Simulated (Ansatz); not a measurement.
```json
{"atom": "C", "x (Å)": "0.0000", "y (Å)": "0.0000", "z (Å)": "-0.1744"}
{"atom": "H", "x (Å)": "0.0000", "y (Å)": "0.0000", "z (Å)": "1.0463"}
```

Basis set: def2-TZVP (spherical functions). Frozen core: 1 orbital. Charge 0, multiplicity 2.

Computed with Ansatz (development build ahead of 0.2.0); each method stands on the lowest determinant of its kind that the runs found.

Give the atomization energy at this shape (free ground-state atoms in the same class of orbitals less the molecule, no zero-point energy) of doublet CH by UHF-MP2, UHF.

```json
{"method": "UHF-MP2", "atomization energy": "70.16 kcal/mol"}
{"method": "UHF", "atomization energy": "54.30 kcal/mol"}
```

Caution: the unrestricted determinant is spin contaminated.
